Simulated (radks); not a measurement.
Removal energies from the barium ion Ba11+, [Kr] 4d(3/2: 4, 5/2: 5), by Delta-SCF beside the eigenvalue of the level emptied. Calculated with a radial shooting solver on a logarithmic mesh with Libxc functionals: Dirac Kohn-Sham, relativistic LDA (MacDonald-Vosko exchange, VWN5 correlation), spin-unpolarised, spherical densities, finite nucleus; Fermi nuclear charge, rms radius of each element as measured or else 0.836 A^(1/3) + 0.57 fm. Sub-shells are occupied by j as written (lower j first in brackets).

removed from                                  final configuration  Delta-SCF (eV)  -eigenvalue (eV)
4d5/2                                     [Kr] 4d(3/2: 4, 5/2: 4)          269.92            255.90
4d3/2                                     [Kr] 4d(3/2: 3, 5/2: 5)          272.91            258.78
4p3/2         [Ar] 3d10 4s2 4p(1/2: 2, 3/2: 3) 4d(3/2: 4, 5/2: 5)          359.81            344.95
4p1/2         [Ar] 3d10 4s2 4p(1/2: 1, 3/2: 4) 4d(3/2: 4, 5/2: 5)          376.25            360.99
